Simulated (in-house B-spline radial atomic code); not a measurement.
# Binding energies in Ar²⁺

NIST's tabulated ground configuration is [Ne] 3s2 3p4; each binding energy is the energy of the ion with one electron taken from that subshell, relaxed, less that of the parent. Level of theory: Dirac-Hartree-Fock, average of configuration, Fermi nucleus of rms radius 3.4274 fm; calculated with an all-electron radial atomic-structure program (B-spline basis). Energies include first-order Breit, QED and recoil terms.

```csv
subshell,X-ray name,binding energy (eV),-ε (eV),relaxation (eV)
1s,K,3240.1,3272.5,29.0
2s,L1,359.9,367.8,7.8
3s,M1,58.98,59.92,0.93
3p,"M2,3",41.37,42.18,0.80
```

Relaxation = -ε minus the binding energy without Breit, QED and recoil terms.

Q: What does it cost to remove two 3p electrons?

A: 97.902 eV, which is 15.16 eV more than the two single binding energies together.

Q: What does it cost to remove both a 2s and a 3p electron?

A: 420.46 eV, which is 19.23 eV more than the two single binding energies together.

Q: What does it cost to remove two 1s electrons?

A: 6728.7 eV, which is 248.5 eV more than the two single binding energies together.
